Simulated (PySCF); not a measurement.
All values below come from B3LYP-D3(BJ)/def2-TZVP // BP86-D3(BJ)/def2-SVP (PySCF). Isolated molecules, 0 K electronic values unless said otherwise. One relaxed conformer stands for a flexible species; it need not be the lowest. B3LYP has the VWN-RPA correlation part, as in Gaussian. 

Reference species: [Ti(F)4] (neutral, multiplicity 1).

```yaml
HOMO–LUMO gap: 8.68 eV
mean_distance_from_the_central_atom_to_its_bonded_neighbours: 1.744 Å
charge on the central atom (Mulliken): 1.67 e
HOMO: -12.23 eV
```

Changed species: [Ti(F)3(OH)] (1 of 4 F replaced by OH; the reference has 0 of 4 F replaced by OH).

Q: Give the shifts of the HOMO–LUMO gap, mean distance from the central atom to its bonded neighbours, charge on the central atom (Mulliken) and HOMO.

A: the HOMO–LUMO gap falls by 1.13 eV, to 7.55 eV; the mean distance from the central atom to its bonded neighbours increases by 0.009 Å, to 1.753 Å; the charge on the central atom (Mulliken) is nearly the same; the HOMO rises by 1.88 eV, to -10.35 eV.
